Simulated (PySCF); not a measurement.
# Ti (titanium, neutral) across methods

[Ar] 3d4, high-spin 5D determinant (an excited configuration). Computed with PySCF 2.14 in def2-QZVPPD (11s6p5d3f2g, 93 functions), with no relativity, point nucleus.

```json
{"method": "CAM-B3LYP", "E (hartree)": "-849.290", "mean ε 3p α (eV)": "-38.034", "mean ε 3p β (eV)": "-34.939", "mean ε 3d α (eV)": "-3.080", "Σ⟨r²⟩ (bohr²)": "38.97", "⟨S²⟩": "6.000"}
{"method": "LDA", "E (hartree)": "-847.231", "mean ε 3p α (eV)": "-34.028", "mean ε 3p β (eV)": "-31.708", "mean ε 3d α (eV)": "-1.321", "Σ⟨r²⟩ (bohr²)": "41.18", "⟨S²⟩": "6.000"}
{"method": "BHandHLYP", "E (hartree)": "-849.231", "mean ε 3p α (eV)": "-39.706", "mean ε 3p β (eV)": "-35.711", "mean ε 3d α (eV)": "-2.723", "Σ⟨r²⟩ (bohr²)": "38.36", "⟨S²⟩": "6.000"}
{"method": "r2SCAN", "E (hartree)": "-849.230", "mean ε 3p α (eV)": "-35.186", "mean ε 3p β (eV)": "-32.107", "mean ε 3d α (eV)": "-1.147", "Σ⟨r²⟩ (bohr²)": "40.82", "⟨S²⟩": "6.001"}
{"method": "PBE", "E (hartree)": "-849.046", "mean ε 3p α (eV)": "-34.063", "mean ε 3p β (eV)": "-31.632", "mean ε 3d α (eV)": "-1.198", "Σ⟨r²⟩ (bohr²)": "41.48", "⟨S²⟩": "6.000"}
{"method": "UHF", "E (hartree)": "-848.25323", "mean ε 3p α (eV)": "-45.370", "mean ε 3p β (eV)": "-39.371", "mean ε 3d α (eV)": "-4.464", "Σ⟨r²⟩ (bohr²)": "37.17", "⟨S²⟩": "6.002"}
{"method": "wB97M-V", "E (hartree)": "-849.205", "mean ε 3p α (eV)": "-39.263", "mean ε 3p β (eV)": "-36.254", "mean ε 3d α (eV)": "-4.101", "Σ⟨r²⟩ (bohr²)": "39.62", "⟨S²⟩": "6.000"}
{"method": "PBE0", "E (hartree)": "-849.066", "mean ε 3p α (eV)": "-36.955", "mean ε 3p β (eV)": "-33.706", "mean ε 3d α (eV)": "-2.006", "Σ⟨r²⟩ (bohr²)": "39.66", "⟨S²⟩": "6.000"}
```
